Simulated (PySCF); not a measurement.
aminoborane cation (BH4N), SMILES BN (connectivity only; charge and spin as stated), charge +1, multiplicity 2.

The structure is a stationary point at ωB97X-D3(BJ)/def2-TZVP. The multiplicity is an assumed one; other spin states were not compared.

Method: ωB97X-D3(BJ)/def2-TZVP (PySCF 2.14.0).

Harmonic, unscaled wavenumbers; measured fundamentals usually lie a few per cent lower.

```tsv
mode	ν (cm⁻¹)	IR (km/mol)	moving atoms (share of kinetic energy)
1	95	0.0	H 100 %
2	494	83.0	H 92 %
3	640	2.0	H 92 %
4	813	102.2	H 65 %, N 23 %, B 12 %
5	972	42.1	B 59 %, N 27 %, H 14 %
6	1018	47.2	H 64 %, B 29 %
7	1046	11.6	H 91 %, N 9 %
8	1549	72.8	H 88 %, N 12 %
9	2535	105.7	H 97 %
10	2641	9.7	H 89 %, B 11 %
11	3436	220.3	H 96 %
12	3520	219.0	H 91 %, N 9 %
```
